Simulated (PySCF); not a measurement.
**Spin-rotation constants: `C=C[Si@@H](P)C(F)F`, C3H7F2PSi**

Geometry:
```tsv
atom	x (Å)	y (Å)	z (Å)
C1	2.047	0.142	-1.116
C2	1.501	-0.303	0.006
Si3	-0.189	0.254	0.621
P4	-1.113	1.584	-0.923
C5	-1.332	-1.321	0.698
F6	-0.654	-2.385	1.210
F7	-1.718	-1.686	-0.556
H8	1.545	0.874	-1.733
H9	3.005	-0.200	-1.474
H10	2.031	-1.041	0.595
H11	-0.119	0.717	2.018
H12	-2.269	1.847	-0.202
H13	-0.487	2.731	-0.461
H14	-2.249	-1.215	1.295
```

Method used: PySCF 2.14.0, GIAO wB97X-D/pcSseg-1 magnetisability, rotational g tensor and spin-rotation constants, non-relativistic, gas phase. Geometry: GFN2-xTB.

Task: Give the nuclear spin-rotation constants along the inertial axes (H = +C I·J) beside the isotropic shieldings.

Result: Rotational constants 1.9776, 1.3208, 0.9744 GHz. A star marks the isotopologue with that one atom substituted, in its own axes.
```tsv
atom	isotope	Caa (kHz)	Cbb (kHz)	Ccc (kHz)	mean (kHz)	σ (ppm)
P4	31P	1.487	0.956	0.923	1.122	634.1
F6	19F	2.256	1.700	0.036	1.331	328.5
F7	19F	1.649	0.853	0.967	1.156	328.0
H8	1H	-0.017	-0.012	-0.094	-0.041	25.5
H9	1H	-0.206	0.095	-0.072	-0.061	25.1
H10	1H	-0.031	0.015	-0.101	-0.039	25.2
H11	1H	-0.179	-0.122	0.048	-0.085	26.8
H12	1H	-0.212	-0.035	-0.084	-0.111	30.8
H13	1H	-0.087	-0.146	-0.065	-0.099	30.9
H14	1H	-0.131	0.010	-0.055	-0.059	25.5
C1	13C*	0.596	0.653	0.212	0.487	38.5
C2	13C*	0.603	0.611	0.192	0.469	50.6
Si3	29Si*	-1.180	-0.776	-0.614	-0.857	373.7
C5	13C*	0.588	0.402	0.298	0.430	60.8
```
For the geometry as given, no vibrational averaging.

Task: How do the rotational constants and the g tensor change when H8, H9, H10, H11, H12, H13, H14 are replaced by deuterium?

Result: Constants 1.7309, 1.2257, 0.8922 GHz; g -0.0169, -0.0167, -0.0078, against -0.0192, -0.0175, -0.0088 before.
